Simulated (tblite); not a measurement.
Species: C4H8OSi2.
SMILES with atom numbers: `[SiH3:1][SiH2:2][c:3]1[cH:4][cH:5][cH:6][o:7]1` (hydrogens: H8, H9, H10 on Si1; H11, H12 on Si2; H13 on C4; H14 on C5; H15 on C6)

The geometry is computed with GFN2-xTB (gas phase).

(1) Give the optimised bond lengths and angles.

Results:

(1) 
```
                   bond  length (Å)     order
                Si1–Si2       2.313    single
                 Si2–C3       1.874    single
                  C3–C4       1.368  aromatic
                  C4–C5       1.413  aromatic
                  C5–C6       1.361  aromatic
                  C6–O7       1.340  aromatic
                  C3–O7       1.357  aromatic
Si1–H8, Si1–H9, Si1–H10       1.466    single
       Si2–H11, Si2–H12       1.470    single
                 C4–H13       1.071    single
                 C5–H14       1.071    single
                 C6–H15       1.073    single
```

Bonds in one row agree within 0.01 Å and their mean is given. Orders are formal, as drawn. A selection of angles:
```
      angle  degrees
 Si2–Si1–H8    112.7
 Si2–Si1–H9    111.5
  H8–Si1–H9    106.6
 Si1–Si2–C3    110.0
Si1–Si2–H11    113.3
Si1–Si2–H12    114.6
 C3–Si2–H11    106.9
 C3–Si2–H12    104.9
H11–Si2–H12    106.5
  Si2–C3–C4    133.9
  Si2–C3–O7    117.1
   C4–C3–O7    109.0
   C3–C4–C5    106.9
  C3–C4–H13    126.0
  C5–C4–H13    127.1
   C4–C5–C6    105.7
  C4–C5–H14    127.4
  C6–C5–H14    126.9
   C5–C6–O7    110.7
  C5–C6–H15    131.9
  O7–C6–H15    117.4
   C3–O7–C6    107.7
```

Dihedral angles: Si1–Si2–C3–C4 -115° (anticlinal). The mirror-image conformer, all signs reversed, is as good.

Si2 (SiH2 silicon) is distorted tetrahedral (angles from 104.9° to 114.6°). The 5-membered ring C3–C4–C5–C6–O7 has internal angles of 105.7° to 110.7°; it is planar, 0.00 Å rms from its mean plane, widest ring torsion 0°. Si1 (SiH3 silicon) is tetrahedral (angles from 106.5° to 112.7°). The C–C distances run from 1.361 Å (C5–C6, aromatic) to 1.413 Å (C4–C5, aromatic), a spread of 0.052 Å.

Point group: C1 (no symmetry element, even within 0.4 Å). Its GFN2-xTB frequencies are all real (lowest 16 cm⁻¹). The numbers are those of one conformer.
